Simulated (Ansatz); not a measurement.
Molecule: H6SiN3O, net charge 0, doublet state. SMILES: N[Si]([NH])(N)O
Geometry: optimised at B3LYP-D3(BJ)/def2-TZVP (Ansatz, an electronic-structure program).

Quantity: enthalpy of formation at 298 K, in kcal/mol. Terms: non-relativistic; 6-311+G** with 5d, 6d on Na to Ar in Ansatz; dispersion terms only where a functional's name holds one; 6-31G* and kin with 6d, 5d where marked; no spin-orbit coupling; frozen cores in correlated levels; LANL2DZ with its own core potentials from Na on; open shells spin-unrestricted. CBS(X,Y): correlation extrapolated as X^-3; Hartree-Fock from the larger set. First-principles rows: single points at B3LYP-D3(BJ) geometries (Ansatz), with unscaled harmonic terms from B3LYP/6-31G* (Ansatz) at its own minima, enthalpies of formation by atomisation with measured atoms.

Coupled cluster (Ansatz) is a level with limits of its own, used here on species with T1 under 0.025 (0.045 for open shells) and stable references: CCSD(T)/CBS(cc-pV(T+d)Z,cc-pV(Q+d)Z).

Value to compare with, CCSD(T)/CBS(cc-pV(T+d)Z,cc-pV(Q+d)Z) (Ansatz): -87.8 kcal/mol.

```csv
level,program,enthalpy of formation at 298 K (kcal/mol),difference
B3LYP/STO-3G,Ansatz,-84.4,3.4
B3LYP/3-21G,Ansatz,-2.7,85.1
B3LYP/LANL2DZ,Ansatz,1.3,89.1
B3LYP/6-31G,Ansatz,27.0,114.8
B3LYP/6-31G*,Ansatz,-49.4,38.4
B3LYP/6-31+G*,Ansatz,-53.2,34.6
B3LYP/6-31G**,Ansatz,-64.8,23.0
B3LYP/def2-SVP,Ansatz,-64.0,23.8
B3LYP/cc-pVDZ,Ansatz,-36.4,51.4
B3LYP/6-311+G**,Ansatz,-65.5,22.3
B3LYP/def2-TZVPD,Ansatz,-82.5,5.3
```

Among the 10 habitual levels, B3LYP/6-31G lies farthest from CCSD(T)/CBS(cc-pV(T+d)Z,cc-pV(Q+d)Z) (Ansatz) (114.8 kcal/mol) and B3LYP/STO-3G nearest (3.4); 10 of 10 lie above it, and their mean absolute difference is 48.6 kcal/mol, the median 36.5. One case shows no general order.

The sets are all those run for this method; left out are runs that failed, that the program found above a lower state of the same kind, or whose <S^2> lies over 0.5 above the pure value.
